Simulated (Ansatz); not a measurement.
Basis-set extrapolation for `CCCOC(=O)CCCl` (PBE0-D4/def2-TZVP geometry, frozen core, the Gaussian-basis code of Ansatz). Multiplicity 1, RHF reference.

|  | def2-TZVPP | def2-QZVPP |
| --- | --- | --- |
| HF | -843.027831 | -843.057968 |
| MP2 correlation | -1.667955 | -1.789389 |
| CCSD(T) correlation | -1.809114 | not run |

Energies in hartree. Use E(X) = E(∞) + A·exp(−7.88·√X) for Hartree–Fock and E(X) = E(∞) + B·X^(−2.97) for correlation, with X = 3 and 4, and add CCSD(T) minus MP2 of the smaller set to the MP2 limit.

**Question.** What is the CCSD(T) energy at the basis-set limit?

**Answer.** HF limit: -843.057968 + (-0.030137) × 0.13774 = -843.06212. MP2 limit: -1.789389 + (-0.121434) × 0.74074 = -1.87934. Higher-order term: -1.809114 − (-1.667955) = -0.14116. Total: -845.08262 hartree, 645.0 kJ/mol below CCSD(T)/def2-TZVPP.
